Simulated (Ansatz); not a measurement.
Reactions of C2H7InSi (`C=[C]([SiH3])[InH2]`).

Isolated molecules relaxed with PBE0-D4/def2-TZVP in Ansatz; ΔE leaves out vibrations. CBS: MP2 limit from def2 TZ/QZ plus the TZ coupled-cluster correction, frozen cores. This one scheme is used for every species. def2 core potentials past Kr. For As, Ga, Ge, I, In, Se outer-core shells are correlated without core-valence functions, which leaves a few kJ/mol of doubt a bond. Scalar relativity is left out up to krypton. One conformer a species, not always the lowest.

**Question.** Order these by ΔE at CCSD(T)/CBS, lowest first. (Estimate.)
A. `C=[C]([SiH3])[InH2]` + HI → `[InH2][I]` + `C=C[SiH3]`
B. `C=[C]([SiH3])[InH2]` + `[NH2][AlH2]` → `C=C([SiH3])[NH][AlH2]` + `[InH3]`
C. `C=[C]([SiH3])[InH2]` + H₂Se → `C=C([SiH3])[SeH]` + `[InH3]`
D. `C=[C]([SiH3])[InH2]` + `[NH2][GaH][OH]` → `[OH][GaH][NH][InH2]` + `C=C[SiH3]`
E. `C=[C]([SiH3])[InH2]` + `N=CS` → `[SiH3]/N=C\S` + `C=[CH][InH2]`
F. `C=[C]([SiH3])[InH2]` + CH₃SH → `C[S][InH2]` + `C=C[SiH3]`
G. `C=[C]([SiH3])[InH2]` + `C[N]([SiH3])[GeH3]` → `C[N]([GeH3])[InH2]` + `C=C([SiH3])[SiH3]`
H. `C=[C]([SiH3])[InH2]` + `[AsH3]` → `[AsH2][InH2]` + `C=C[SiH3]`

**Answer.** A (-39.8 kcal/mol), F (-24.0 kcal/mol), H (-19.4 kcal/mol), D (-10.7 kcal/mol), E (-6.7 kcal/mol), G (+1.7 kcal/mol), C (+7.7 kcal/mol), B (+11.7 kcal/mol).

Largest T1 diagnostic: 0.016, for `[OH][GaH][NH][InH2]`.
